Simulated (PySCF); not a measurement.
# C₄H₈BFO₂: full NMR table

```yaml
Formula: C4H8BFO2
SMILES: OB(O)[C@@H]1CC[C@H]1F
Point_group_of_the_computed_structure: C1
Carbon_signals: 4
Proton_signals: 7
```

Atom-mapped SMILES (the numbers label the heavy atoms): `[OH:1][B:2]([OH:3])[C@@H:4]1[CH2:5][CH2:6][C@H:7]1[F:8]` (H(Xn): hydrogen on atom n). Ha(C5), Ha(C6) are cis to B2 on the ring; Hb(C5), Hb(C6) are trans to B2 on the ring.

One averaged value for each set of equivalent atoms, a single conformation, in vacuum, non-relativistic Hamiltonian. KT2/pcSseg-1 with gauge-including orbitals; structure optimised with PBE0-D3(BJ)/def2-SVP; B3LYP/pcJ-1 coupling constants (spin–dipole term only in couplings to heteroatoms); PySCF 2.14.0 with density-fitted response routines.

Chemical shifts δ = σref − σ; ¹H, ¹³C vs TMS; CFCl3 for ¹⁹F; ¹¹B vs BF3·OEt2; H2O for ¹⁷O, all at this level.

```tsv
carbon	δC, type	δH (multiplicity, J in Hz)	HMBC from (abs. J ≥ 3 Hz)	span of the C tensor (ppm)
C4	36.2, CH	1.69 (m)	Ha(C6)	41
C5	13.9, CH2	Hb(C5) 1.64 (m); Ha(C5) 1.50 (m)	Hb(C6), H(C4)	29
C6	36.3, CH2	Hb(C6) 2.07 (m); Ha(C6) 2.26 (m)	–	41
C7	91.5, CH	4.64 (m)	Hb(C6), H(C4), Hb(C5)	86
```

Other nuclei:
| atoms | nucleus | environment | δ (ppm) | σ (ppm) |
| --- | --- | --- | --- | --- |
| H(O1)/H(O3) | ¹H | hydrogen on an oxygen bonded to B | 3.62 | 27.56 |
| F8 | ¹⁹F | fluorine on an sp3 carbon | -185.1 | 323.7 |
| B2 | ¹¹B | boron bonded to C, 2 O | 26.9 | 73.0 |
| O1/O3 | ¹⁷O | oxygen bonded to B, H | 123.0 | 207.6 |

Selected couplings (Hz, signed; the shortest-range and largest first, 30 at most; isotopes ¹³C, ¹⁹F, ¹H, ¹¹B): ¹J(C7,F8) -281.1, ¹J(C7,H(C7)) 159.2, ¹J(C5,Hb(C5)) 150.0, ¹J(C6,Ha(C6)) 145.9, ¹J(C5,Ha(C5)) 142.7, ¹J(C6,Hb(C6)) 138.6, ¹J(C4,H(C4)) 126.5, ¹J(B2,C4) 76.8, ¹J(C6,C7) 33.0, ¹J(C5,C6) 28.9, ¹J(C4,C5) 27.6, ¹J(C4,C7) 26.5, ²J(F8,H(C7)) 64.5, ²J(C6,F8) 17.0, ²J(C4,F8) 15.3, ²J(Hb(C5),Ha(C5)) -12.7, ²J(Hb(C6),Ha(C6)) -11.8, ²J(C5,C7) -5.1, ²J(B2,H(C4)) -4.9, ²J(C4,C6) -4.7, ²J(B2,C7) -1.7, ²J(B2,C5) -1.3, ³J(F8,H(C4)) 25.0, ³J(F8,Hb(C6)) 21.4, ³J(C5,F8) 19.7, ³J(H(C4),Ha(C5)) 12.6, ³J(Ha(C5),Hb(C6)) 12.4, ³J(Hb(C5),Hb(C6)) 11.6, ³J(H(C4),Hb(C5)) 11.4, ³J(H(C4),H(C7)) 9.4.

1. δC 91.5: sp3 CH bonded to F; deshielded by the electronegative neighbour.
2. δC 36.3, 13.9: sp3 CH2 in a ring; saturated and bonded to C and H only.
3. δH 4.64: hydrogen on an sp3 CH bonded to F; its carbon carries F, hence the downfield position.
4. δH 3.62: hydrogen on an oxygen bonded to B; exchangeable; this is the value without hydrogen bonding to other molecules.
5. δH 2.26, 2.07, 1.64, 1.50: hydrogen on an sp3 CH2 in a ring.

OH and NH positions are those of a molecule without intermolecular hydrogen bonds; in solution they move with solvent, concentration and temperature, and exchange usually removes their couplings. A carbon bonded to boron is broadened by the quadrupolar boron nucleus and is often missing from a measured spectrum. Common functionals overestimate the size of one-bond C–F couplings by tens of Hz; these are unscaled. Multiplet labels drop couplings under 1 Hz and merge nearly equal ones. Unscaled 3J(H,H) at this level run about 10 % above measured values. Shifts are as computed. Against solution values, carbons near 30 ppm lie about +2 ppm off and those near 130 ppm about -5 ppm. Of 1309 compounds with measured shifts, 239 miss one by over three times the rms of a fit or turn the order of signals round; such compounds aren't used in these exercises. Unscaled 19F shifts against computed CFCl3 carry errors that often reach 10 to 50 ppm. Experimental scales use liquid or dissolved standards, which lie at an offset from isolated H2O (liquid H2O: subtract about 36 ppm). Vicinal couplings across rotatable single bonds and in flexible rings belong to the one computed conformer; a conformer average would change them.
